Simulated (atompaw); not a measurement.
# Building the PAW (atompaw) potential for La (Z = 57) (PBE, non-relativistic).

Input for atompaw 4.2.0.5:

```
La 57
GGA-PBE loggrid 2001 logderivrange -6 5 276
6 6 5 4 0 0
6 0 0
6 1 0
5 2 0
4 3 0
0 0 0
c
c
c
c
v
v
c
c
c
v
v
c
c
v
v
3
3.00 2.80 2.05 2.35
n
n
y
0.55
n
y
1.6
n
custom polynom vanderbiltortho sinc
4 1 ultrasoft
2.95
3.00
3.00
2.60
3.00
3.00
1.85
1.85
PWSCFOUT
UPFDX 0.0125d0 UPFXMIN -7.d0 UPFZMESH 57.d0
END
```

Command:

```bash
atompaw < La.input > La.log
```

Resulting log (summary file):

```
Completed calculations for La (AE)

 Exchange-correlation type: GGA, Perdew-Burke-Ernzerhof

 Radial integration grid is logarithmic
 r0 =   1.1779470E-04 h =   6.7142977E-03   n =      2001 rmax =   8.0000000E+01

 Non-relativistic calculation

 AEatom converged in  32 iterations
   nz     =  57.00
   delta  =       3.466539283459E-17

 All Electron Orbital energies:
  n  l      occupancy      energy
  1  0      2.0000000E+00 -2.7156200E+03
  2  0      2.0000000E+00 -4.2170020E+02
  3  0      2.0000000E+00 -9.1510991E+01
  4  0      2.0000000E+00 -1.9753958E+01
  5  0      2.0000000E+00 -4.2913310E+00
  6  0      0.0000000E+00 -1.4422953E+00
  2  1      6.0000000E+00 -3.9848997E+02
  3  1      6.0000000E+00 -8.1532757E+01
  4  1      6.0000000E+00 -1.6063423E+01
  5  1      6.0000000E+00 -3.2676326E+00
  6  1      0.0000000E+00 -1.1602210E+00
  3  2      1.0000000E+01 -6.2956562E+01
  4  2      1.0000000E+01 -9.6139166E+00
  5  2      0.0000000E+00 -1.7651940E+00
  4  3      0.0000000E+00 -2.2544626E+00

 Total energy
   Total                    :   -16444.01311212955625

 ---
 Completed calculations for La (SC)

 Exchange-correlation type: GGA, Perdew-Burke-Ernzerhof

 Radial integration grid is logarithmic
 r0 =   1.1779470E-04 h =   6.7142977E-03   n =      2001 rmax =   8.0000000E+01

 Non-relativistic calculation

 SCatom converged in   1 iterations
   nz     =  57.00
   delta  =       5.519955847382E-19

 Valence Electron Orbital energies:
  n  l      occupancy      energy
   5  0      2.0000000E+00 -4.2913310E+00
   6  0      0.0000000E+00 -1.4422953E+00
   5  1      6.0000000E+00 -3.2676326E+00
   6  1      0.0000000E+00 -1.1602210E+00
   5  2      0.0000000E+00 -1.7651940E+00
   4  3      0.0000000E+00 -2.2544626E+00

 Total energy
   Total                    :   -16444.01311212974178
   Valence                  :     -441.13878206094836

 PAW parameters:
       lmax =            3
         rc =    3.0002549468383508
        irc =         1512
   rc_shape =    2.8054152398235082
    rc_vloc =    2.0599437460563115
    rc_core =    2.3560154287795405
   Vloc: Non norm-conserving form with l= 4;e=   1.0000E+00
   Projector type: polynomial pseudization + Vanderbilt ortho.
   Sinc^2 compensation charge shape zeroed at   2.8054E+00

 Number of basis functions     8
 No.   n  nodes  l      Energy         Cp coeff         Occ
  1    5    4    0   -0.4291331E+01  0.1459041E+01  0.2000000E+01
  2    6    5    0   -0.1442295E+01  0.7403116E+01  0.0000000E+00
  3    5    3    1   -0.3267633E+01 -0.1743416E+02  0.6000000E+01
  4    6    4    1   -0.1160221E+01 -0.4980046E+02  0.0000000E+00
  5    5    2    2   -0.1765194E+01  0.2471774E+01  0.0000000E+00
  6  999    3    2    0.5500000E+00  0.1467091E+01  0.0000000E+00
  7    4    0    3   -0.2254463E+01 -0.4812792E+02  0.0000000E+00
  8  999    1    3    0.1600000E+01  0.1186721E+01  0.0000000E+00

 Eigenvalues of overlap operator (in the basis of projectors):
    1        1.41955033E-01
    2        6.47857051E-01
    3        1.66068103E+00
    4        3.25568877E+00
    5        1.60085084E+01
    6        3.91103681E+01
    7        2.04620787E+03
    8        5.36472648E+04

 Orbital leakage outside PAW augmentation regions
   orb  is_core?  %out_of_sphere
   1 0    T           0.00
   2 0    T           0.00
   3 0    T           0.00
   4 0    T           0.00
   5 0    F           1.29
   6 0    F          71.23
   2 1    T           0.00
   3 1    T          -0.00
   4 1    T           0.00
   5 1    F           3.49
   6 1    F          82.48
   3 2    T           0.00
   4 2    T           0.00
   5 2    F          19.89
   4 3    F           0.69

 Summary of PAW energies
   Total valence energy     :   -441.13875705893992
   Smooth energy            :      0.25061888171113
   One center               :   -441.38937594065106
   Smooth kinetic           :     10.36828314926761
   Vloc energy              :    -13.34970881750497
   Smooth exch-corr         :     -6.17311782585675
   One-center xc            :   -385.61313530171816
```

Note: ghost state, extra bound levels that the all-electron valence spectrum of the same l lacks: p at -52.4 eV. A true bound ghost makes a file unfit for plane-wave use.

The run took about 0.85 s on one core of a shared server CPU.
